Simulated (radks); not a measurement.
Species: the silver ion Ag13+. Configuration: [Ar] 3d10 4s2 4p(1/2: 1, 3/2: 3).

Method: Dirac Kohn-Sham, BLYP, spin-unpolarised, spherical densities, finite nucleus; Fermi nuclear charge, rms radius 4.5454 fm; computed with a radial shooting solver on a logarithmic mesh with Libxc functionals.

Energy parts (hartree):
| part | energy |
|---|---|
| total | -5259.80266 |
| kinetic | 5507.67694 |
| electron-nucleus | -12378.22044 |
| Hartree | 1750.54539 |
| exchange-correlation | -139.80455 |

Orbitals (lengths in bohr, moments of r in powers of bohr; r(90%) holds 90 % of the orbital's charge):
| orbital | occ. | eigenvalue (hartree) | <r^4> | r(90%) |
|---|---|---|---|---|
| 1s1/2 | 2 | -941.4886 | 4.451e-06 | 0.0558 |
| 2s1/2 | 2 | -147.9775 | 0.0007880 | 0.208 |
| 2p1/2 | 2 | -138.3303 | 0.0005129 | 0.187 |
| 2p3/2 | 4 | -131.8792 | 0.0005911 | 0.194 |
| 3s1/2 | 2 | -35.71914 | 0.03603 | 0.540 |
| 3p1/2 | 2 | -31.88575 | 0.03539 | 0.538 |
| 3p3/2 | 4 | -30.73084 | 0.03953 | 0.553 |
| 3d3/2 | 4 | -23.96908 | 0.03464 | 0.536 |
| 3d5/2 | 6 | -23.73406 | 0.03585 | 0.541 |
| 4s1/2 | 2 | -12.97392 | 0.8421 | 1.18 |
| 4p1/2 | 1 | -11.63044 | 0.9848 | 1.23 |
| 4p3/2 | 3 | -11.36969 | 1.069 | 1.26 |

The highest occupied level is 4p3/2 at -309.38 eV. The electron density at the nucleus is 1.459e+05 e/bohr^3.
